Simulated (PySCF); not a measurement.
Species: C₅H₈OP (charge +1).
InChI=1S/C5H7OP/c1-7-5-2-3-6-4-5/h2-4,7H,1H3/p+1

Computed with PySCF at B3LYP/def2-SVPD, non-relativistic, on one gas-phase PBE0-D3(BJ)/def2-SVP geometry that isn't relaxed in the solvent. The solvent is an IEF-PCM continuum (van der Waals radii × 1.2), and excitations are vertical TDDFT with non-equilibrium linear response and a frozen core. The model holds no explicit solvent molecules, cavitation or dispersion.

Gas-phase singlets (H = HOMO, L = LUMO):

| state | E (eV) | λ (nm) | f | leading configurations |
| --- | --- | --- | --- | --- |
| S1 | 5.454 | 227 | 0.055 | H→L 93% |
| S2 | 5.568 | 223 | 0.000 | H→L+1 99% |
| S3 | 6.102 | 203 | 0.000 | H→L+3 87%, H→L+2 10% |
| S4 | 6.521 | 190 | 0.065 | H→L+2 69%, H-1→L 16% |
| S5 | 6.629 | 187 | 0.002 | H→L+4 96% |

Q: How does the list change in acetone (ε = 20.49)?

A: 
```tsv
state	E (eV)	λ (nm)	f	leading configurations	change by rank (eV)
S1	5.755	215	0.086	H→L 90%	+0.301
S2	6.191	200	0.000	H→L+1 98%	+0.623
S3	6.485	191	0.104	H→L+2 75%, H-1→L 15%	+0.383
S4	6.641	187	0.002	H→L+3 92%	+0.120
S5	7.048	176	0.002	H→L+4 92%	+0.419
```

Q: The ground-state energy changes by -2.427 eV from gas to acetone. By how much does the total energy of gas-phase S1 change?

A: E(S1) = E(S0) + excitation energy, so it changes by -2.427 + 0.301 = -2.126 eV: it is lowered less than the ground state, which is what a blue shift means. This is the vertical state, with the slow part of the continuum still set for S0.

Q: How do the frontier levels move from gas to acetone?

A: 
```tsv
orbital	gas (eV)	solvent (eV)	change (eV)
LUMO+2	-4.30	-0.34	+3.96
LUMO+1	-4.83	-0.37	+4.46
LUMO	-5.30	-1.17	+4.13
HOMO	-11.24	-7.40	+3.84
HOMO-1	-12.78	-8.82	+3.96
HOMO-2	-14.83	-10.96	+3.87
HOMO-3	-15.51	-11.36	+4.15
```

The HOMO–LUMO gap goes from 5.95 to 6.24 eV. Rows go by rank; for HOMO-3 and HOMO-2 the atom shares or the degeneracy differ between the runs, so the row needn't follow one orbital.

Hardware: Arm Neoverse V1, one thread, no GPU, shared host. Cost: 27 s wall, 0.94 GiB resident at most. This is the whole response run at B3LYP/def2-SVPD in acetone, SCF included.

Conformer computed: `[CH3:1][PH2+:2][c:3]1[cH:4][cH:5][o:6][cH:7]1`: C1–P2–C3–C4 179°.
